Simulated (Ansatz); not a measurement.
Relaxation of C$_{2}$H$_{10}$N$_{2}$Si$_{2}$ (16 atoms, charge 0, multiplicity 1), to a largest force component of 0.015 eV/Å in at most 40 steps.

Level of theory: RKS B3LYP-D4/cc-pVDZ in Ansatz 0.2.0.

```xyz
16
Properties=species:S:1:pos:R:3
N -0.692 -1.196 -1.320
C -0.353 -0.376 -0.275
C 0.778 0.306 -0.270
Si 2.203 0.470 -1.515
N -1.245 -0.358 0.747
Si -1.437 0.503 2.211
H -1.202 -1.978 -1.001
H 0.058 -1.404 -1.955
H 1.074 0.912 0.656
H 3.454 0.518 -0.818
H 1.946 1.702 -2.283
H 2.140 -0.703 -2.414
H -2.206 -0.597 0.397
H -1.939 1.866 1.922
H -0.146 0.509 2.942
H -2.456 -0.197 3.020
```

**Question.** Where does it end, and by what steps?

**Answer.** The forces met the threshold. After 11 steps the energy has fallen by 0.659 eV; H9 moved furthest, 0.73 Å.

```json
{"step": "0", "energy less start (eV)": "0.0000", "largest force component (eV/Å)": "3.754", "accepted": "yes"}
{"step": "1", "energy less start (eV)": "-0.4595", "largest force component (eV/Å)": "1.287", "accepted": "yes"}
{"step": "2", "energy less start (eV)": "-0.5750", "largest force component (eV/Å)": "0.427", "accepted": "yes"}
{"step": "3", "energy less start (eV)": "-0.6145", "largest force component (eV/Å)": "0.316", "accepted": "yes"}
{"step": "4", "energy less start (eV)": "-0.6347", "largest force component (eV/Å)": "0.209", "accepted": "yes"}
{"step": "5", "energy less start (eV)": "-0.6479", "largest force component (eV/Å)": "0.132", "accepted": "yes"}
{"step": "6", "energy less start (eV)": "-0.6541", "largest force component (eV/Å)": "0.115", "accepted": "yes"}
{"step": "7", "energy less start (eV)": "-0.6579", "largest force component (eV/Å)": "0.039", "accepted": "yes"}
{"step": "8", "energy less start (eV)": "-0.6576", "largest force component (eV/Å)": "0.049", "accepted": "no"}
{"step": "9", "energy less start (eV)": "-0.6584", "largest force component (eV/Å)": "0.024", "accepted": "yes"}
{"step": "10", "energy less start (eV)": "-0.6585", "largest force component (eV/Å)": "0.024", "accepted": "yes"}
{"step": "11", "energy less start (eV)": "-0.6586", "largest force component (eV/Å)": "0.006", "accepted": "yes"}
```

```xyz
16
Properties=species:S:1:pos:R:3
N -0.683 -1.279 -1.329
C -0.440 -0.331 -0.331
C 0.608 0.543 -0.321
Si 2.093 0.501 -1.426
N -1.417 -0.356 0.663
Si -1.306 0.445 2.231
H -0.901 -2.202 -0.954
H 0.063 -1.341 -2.017
H 0.557 1.357 0.410
H 3.369 0.607 -0.644
H 2.118 1.606 -2.443
H 2.126 -0.794 -2.191
H -2.311 -0.729 0.356
H -1.277 1.939 2.135
H -0.079 -0.014 2.946
H -2.543 0.027 2.957
```

Whether the end is a true minimum wasn't checked by a vibrational analysis.

Run time: 52 s on 2 threads of Intel(R) Xeon(R) Platinum 8488C (Sapphire Rapids), with other jobs on the host, peak memory 0.44 GiB.
